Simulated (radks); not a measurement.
Question: Radial electron density D(r) = 4 pi r^2 rho(r) of an atom or ion with 51 electrons. Calculated with a radial shooting solver on a logarithmic mesh with Libxc functionals: Dirac Kohn-Sham, relativistic LDA (MacDonald-Vosko exchange, VWN5 correlation), spin-unpolarised, spherical densities, finite nucleus; Fermi nuclear charge, rms radius of each element as measured or else 0.836 A^(1/3) + 0.57 fm.

```
   r/bohr * D(r) (the largest magnitude, 104, reaches the edge; | marks zero)
 0.003256 |          *
 0.003731 |            *
 0.004274 |              *
 0.004897 |                 *
  0.00561 |                     *
 0.006428 |                        *
 0.007423 |                            *
 0.008505 |                               *
 0.009744 |                                   *
  0.01116 |                                      *
  0.01279 |                                        *
  0.01465 |                                         *
  0.01679 |                                          *
  0.01923 |                                         *
  0.02204 |                                        *
  0.02525 |                                      *
  0.02892 |                                     *
  0.03314 |                                     *
  0.03796 |                                      *
  0.04349 |                                         *
  0.04983 |                                             *
  0.05709 |                                                  *
  0.06541 |                                                     *
  0.07494 |                                                      *
  0.08585 |                                                    *
  0.09836 |                                                *
   0.1127 |                                           *
   0.1291 |                                        *
   0.1479 |                                         *
   0.1695 |                                            *
   0.1942 |                                               *
   0.2224 |                                              *
   0.2548 |                                        *
    0.292 |                               *
   0.3345 |                       *
   0.3832 |                  *
   0.4391 |                 *
    0.503 |                   *
   0.5809 |                    *
   0.6656 |                  *
   0.7625 |              *
   0.8736 |         *
    1.001 |      *
    1.147 |   *
    1.314 |  *
    1.505 | *
    1.724 |*
    1.976 *
    2.263 *
    2.593 *
    2.971 *
    3.404 *
      3.9 *
```

What is the nuclear charge?

Answer: Z = 60. The innermost maximum, from 1s, lies near gamma/Z bohr with gamma = sqrt(1 - (Z/c)^2) = 0.899, here 0.015 bohr (found: 0.0167), and its height grows with Z. The density is that of the neodymium ion Nd9+ in [Kr] 4d10 4f2 5s2 5p1; the configuration itself is not fixed sharply by these data, and Z only to a few units. D(r) has 4 maxima, at r = 0.0167, 0.0732, 0.204, 0.567 bohr, and minima at 0.0321, 0.135, 0.415 bohr, inside which lie 2.02, 11.23, 29.19 electrons.
